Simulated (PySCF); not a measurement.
Species: C6H11AsO.
Z-matrix (Å and degrees, PBE0-D3(BJ)/def2-SVP geometry), rows numbered from 1:
```
C 
C   1  1.5099
O   2  1.2105  1  121.59
C   2  1.5075  1  116.47  3   179.71
C   4  1.5282  2  113.72  1  -166.24
C   5  1.5247  4  109.55  2   -85.72
C   6  1.5221  5  108.01  4   -50.93
As  7  1.9819  6  106.61  5    42.25
H   1  1.1015  2  111.38  3   129.98
H   1  1.1021  2  109.42  3  -112.10
H   1  1.0968  2  109.77  3     7.87
H   4  1.1008  2  109.35  1   -39.19
H   5  1.1013  4  109.82  2    36.48
H   5  1.1034  4  109.17  2   154.29
H   6  1.1016  5  108.60  4    68.46
H   6  1.1031  5  111.29  4  -173.68
H   7  1.1000  6  113.87  5   163.84
H   7  1.1023  6  111.53  5   -74.06
H   8  1.5297  4   94.27  2    20.44
```

Method: TDDFT CAM-B3LYP/def2-SVPD, vertical, gas phase, core orbitals frozen in the response in PySCF. The CAM-B3LYP/def2-SVPD calculation is non-relativistic and has no spin–orbit coupling, an omission that weighs most on arsenic.

Computed states:

```csv
state,E (eV),f
S1,4.50,0.0034
S2,5.88,0.122
S3,6.24,0.025
S4,6.53,0.053
S5,6.97,0.054
S6,7.16,0.0050
S7,7.26,0.082
S8,7.45,0.167
S9,7.50,0.0095
S10,7.63,0.021
```

Each state is given a Gaussian of 0.25 eV full width at half maximum, with ε(max) = 2.175×10⁸ f / Δν̃ (Δν̃ the width in cm⁻¹). The cross-section is σ = 3.8235×10⁻²¹ ε cm², given in Mb (10⁻¹⁸ cm²). The width is an assumption, not a result. The curve ends short of the highest state used, and states not computed would add to its high-energy end.

Problem. Give the broadened spectrum and its maxima.

Solution. 
λ (nm), σ (Mb) and a bar:
```
    176.3      23.34 ##############
    178.6      21.92 #############
    180.9      12.01 #######
    183.1       5.33 ###
    185.4       8.06 #####
    187.7      17.19 ##########
    189.9      21.92 #############
    192.2      17.57 ###########
    194.5      11.82 #######
    196.7      10.78 ######
    199.0      10.85 #######
    201.2       9.38 ######
    203.5      10.76 ######
    205.8      21.38 #############
    208.0      38.14 #######################
    210.3      49.83 ##############################
    212.6      45.21 ###########################
    214.8      29.78 ##################
    217.1      13.99 ########
    219.4       4.84 ###
    221.6       1.34 #
    223.9       0.27 
    226.2       0.04 
    228.4       0.01 
    230.7       0.00 
    232.9       0.00 
    235.2       0.00 
    237.5       0.00 
    239.7       0.00 
    242.0       0.00 
    244.3       0.00 
    246.5       0.00 
    248.8       0.00 
    251.1       0.00 
    253.3       0.00 
    255.6       0.01 
    257.8       0.02 
    260.1       0.05 
    262.4       0.14 
    264.6       0.29 
    266.9       0.53 
    269.2       0.83 #
    271.4       1.13 #
    273.7       1.35 #
    276.0       1.42 #
    278.2       1.33 #
    280.5       1.10 #
    282.8       0.82 
    285.0       0.56 
    287.3       0.34 
    289.5       0.19 
    291.8       0.10 
    294.1       0.04 
    296.3       0.02 
    298.6       0.01 
    300.9       0.00
```

Maxima: 276 nm (4.50 eV), ε about 370, made up of S1 (100%); 211 nm (5.88 eV), ε about 13000, made up of S2 (100%); 198 nm (6.26 eV), ε about 2900, made up of S3 (92%) (hardly more than a shoulder); 190 nm (6.53 eV), ε about 5700, made up of S4 (99%); 177 nm (7.00 eV), ε about 6200, made up of S5 (91%) (ε in L mol⁻¹ cm⁻¹; maxima over ε = 5, shares over 10%).

Problem. On this curve, what absorbance would a 10⁻³ mol/L sample give at 193 nm over a 1 cm path?

Solution. 193 nm is 6.424 eV, where ε is about 4000 L mol⁻¹ cm⁻¹, so A = ε c l ≈ 4 (Beer–Lambert, with the gas-phase spectrum and the assumed width).

Problem. What would ε be at 5.88 eV, the highest of these maxima, with half the width (0.125 eV)?

Solution. About 26300 L mol⁻¹ cm⁻¹ against 13200, a factor of about 2.00; a lone state at its own centre would give exactly 2.

Problem. Coming from long wavelengths, where does ε first pass 100 L mol⁻¹ cm⁻¹?

Solution. At about 287 nm (4.32 eV), 0.17 eV below S1.

The vertical ionisation energy (ΔSCF) is 9.04 eV, 1.41 eV above S10.

One conformer stands for the species.
